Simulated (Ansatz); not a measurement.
Consider the ligand exchange at a Y–C bond: `[CH3][Y]([F])[Cl]` + HCl → `[F][Y]([Cl])[Cl]` + CH₄.

Gas-phase electronic energies from Ansatz, PBE0-D4/def2-TZVP geometries. CCSD(T)/CBS adds triple-zeta CCSD(T) − MP2 to the extrapolated MP2 energy (def2 sets, frozen cores). This one scheme is used for every species. Functionals use def2-TZVPP. B3LYP here is the variant with VWN-RPA as its local correlation; programs differ in this. def2 core potentials past Kr. For Y outer-core shells are correlated without core-valence functions, which leaves a few kJ/mol of doubt a bond.

```tsv
level	ΔE (kJ/mol)
LDA (SPW92)	-244.9
revPBE-D4	-249.5
BLYP-D4	-255.0
B97M-V	-264.2
B3LYP-D4	-259.9
ωB97M-V	-256.3
LC-ωPBE	-257.1
HF/def2-QZVPP	-280.6
```

**Question.** What does CCSD(T)/CBS give? (Estimate.)

**Answer.** Computed: -256.9 kJ/mol. The listed levels differ from it by 12.0, 7.4, 1.9, -7.3, -3.0, 0.6, -0.2, -23.7 kJ/mol.

**Question.** What do rigid-rotor, harmonic-oscillator terms from PBE0-D4/def2-TZVP frequencies (298.15 K, 1 bar) make of the CCSD(T)/CBS value? (Best estimate.)

**Answer.** Computed: ΔZPE = +15.3 kJ/mol, ΔH = -244.1 kJ/mol, ΔS = -38 J/(mol·K), ΔG = -232.8 kJ/mol. Modes under 50 cm⁻¹ make the entropy rough.

Largest T1 diagnostic among the species: 0.013.

In def2-TZVPP, CCSD(T) changes the Hartree–Fock value by +27.0 kJ/mol (the triples alone add +1.6 kJ/mol) and MP2 by +22.0 kJ/mol. Leaving LDA and LC-ωPBE aside and taking each functional with its dispersion term where it has one, the values, not all of them listed here, spread over 19.5 kJ/mol, from BHLYP-D4 to revPBE-D4. LDA lies +5.1 kJ/mol from PBE without D4.
